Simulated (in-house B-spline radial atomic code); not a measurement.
A fraction x of an electron is removed from 3d in Sc III (Sc2+), starting from [Ar] 3d1 and keeping the highest spin. All numbers are computed (non-relativistic M06-2X, spin-polarised, spherical fractional occupations; point nucleus) with a radial B-spline atomic code at the basis-set limit, not measured.

Caution: exact exchange at fractional occupations of open shells leaves self-interaction of up to several eV.

```tsv
x	E(x) - E(0) (eV)	3d up level (eV)
0	0.0000	-16.011
0.05	0.8140	-16.551
0.23	3.9723	-18.557
0.34	6.0831	-19.827
0.45	8.3353	-21.129
0.5	9.4068	-21.731
0.56	10.7326	-22.463
0.74	14.9772	-24.714
0.81	16.7385	-25.610
0.91	19.3643	-26.910
1	21.8392	-
```

The exact functional would give a straight line between the two integer points. Deviations E(x) - E(0) - x[E(1) - E(0)], in eV: -0.278 at x = 0.05, -1.051 at x = 0.23, -1.342 at x = 0.34, -1.492 at x = 0.45, -1.513 at x = 0.5, -1.497 at x = 0.56, -1.184 at x = 0.74, -0.951 at x = 0.81, -0.509 at x = 0.91.

The curve lies below the straight line by up to 1.513 eV (at x = 0.5): convex, the delocalisation error, to which spherically averaged exact exchange adds.

**Question.** How well does Slater's transition state (minus the level at half occupation) give the ionisation energy?

**Answer.** It gives 21.731 eV against 21.839 eV from the two total energies; NIST lists 24.76 eV, ground level to ground level. The end point has an open shell averaged over its orbitals, so its exact exchange keeps a self-interaction and this is no true integer point.
